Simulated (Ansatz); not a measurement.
C$_{2}$H$_{10}$ClNOSi$_{2}$ (`CN(C)[SiH](Cl)O[SiH3]`), relaxed with RKS PBE0-D4/def2-TZVP in Ansatz 0.2.0 from a PBE-D4/def2-SVP geometry. The force threshold is 0.005 eV/Å; the program also tests the step.

Total charge 0; spin multiplicity 1.

Start:

```xyz
17

C     2.463   -0.103    0.677
N     1.016   -0.055    0.573
C     0.331    0.467    1.743
Si    0.235   -0.187   -0.955
Cl    0.092    1.624   -2.021
O    -1.330   -0.683   -0.696
Si   -2.864   -0.393   -1.328
H     2.919    0.908    0.807
H     2.778   -0.725    1.547
H     2.905   -0.557   -0.233
H     0.586   -0.134    2.646
H     0.599    1.529    1.960
H    -0.765    0.407    1.601
H     1.018   -1.124   -1.815
H    -3.228    1.061   -1.216
H    -2.931   -0.818   -2.769
H    -3.824   -1.215   -0.520
```

Question: How much energy does the relaxation release, and in how many steps? (An estimate is asked.)

Answer: Computed: 0.13 eV, in 21 steps.

Question: Which bonds change most? (Best estimate.)

Answer: Ansatz gave: O6–Si7 from 1.685 to 1.644 Å; Si4–O6 from 1.662 to 1.621 Å; N2–Si4 from 1.721 to 1.691 Å; Si4–Cl5 from 2.106 to 2.076 Å.

Question: Give the relaxed structure. (Best estimate.)

Answer: Computed: 
```xyz
17

C     2.417   -0.124    0.684
N     0.980   -0.084    0.559
C     0.308    0.541    1.674
Si    0.246   -0.262   -0.955
Cl    0.180    1.496   -2.058
O    -1.295   -0.727   -0.760
Si   -2.822   -0.392   -1.267
H     2.857    0.881    0.752
H     2.708   -0.680    1.583
H     2.863   -0.628   -0.177
H     0.541    0.009    2.604
H     0.607    1.590    1.802
H    -0.774    0.508    1.535
H     1.032   -1.217   -1.757
H    -3.270    0.907   -0.705
H    -2.881   -0.340   -2.749
H    -3.697   -1.479   -0.766
```
